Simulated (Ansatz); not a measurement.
Ideal-gas functions of C₂H₃AlOS (`[OH][AlH][C]#CS`) at 400 K and 1 bar, from an Ansatz frequency run at PBE0-D4/def2-TZVP.

Molar mass 102.09 g/mol, point group Cs (symmetry number 1), electronic degeneracy 1, moments of inertia 27.118, 536.436, 563.554 u Å². Harmonic wavenumbers (cm⁻¹, unscaled): 76, 94, 134, 221, 372, 377, 413, 418, 509, 613, 687, 847, 899, 977, 1993, 2178, 2670, 3960.

Use S(trans) = R[1.5 ln M + 2.5 ln T − 1.1517]; rotational temperatures θ = 24.2544 K / I; S(rot) = R[ln(√π/σ · √(T³/θAθBθC)) + 1.5]; for each mode x = 1.438777 ν̃/T, S = R[x/(eˣ − 1) − ln(1 − e⁻ˣ)] and H = RT x/(eˣ − 1); 1 cm⁻¹ = 0.0119627 kJ/mol; R = 8.31446 J/(mol·K).

By hand: the entropy, in J/(mol·K).

Translation 172.7. Rotation: θ = 0.8944, 0.0452, 0.043 K, giving 118.4. Vibration, mode by mode: 19.12, 17.37, 14.46, 10.44, 6.49, 6.39, 5.75, 5.67, 4.36, 3.24, 2.63, 1.67, 1.44, 1.15, 0.05, 0.03, 0.01, 0.00, in all 100.3. Electronic 0.0. Sum 391.4 J/(mol·K).

By hand: H − E and G − E in kJ/mol, counted from the electronic energy.

Zero-point energy ½ × 17438 × 0.0119627 = 104.3; thermal vibration 20.6; translation, rotation and pV give 4 RT = 13.3. H − E = 138.2 kJ/mol, and G − E = 138.2 − 400 × 391.4/1000 = -18.4 kJ/mol.

Vibration gives 26 % of the entropy, 51.0 J/(mol·K) of it from the modes under 150 cm⁻¹: soft modes count most, and the harmonic formula is weakest for them. The sum counts one conformer and one mirror image; others add a mixing term.
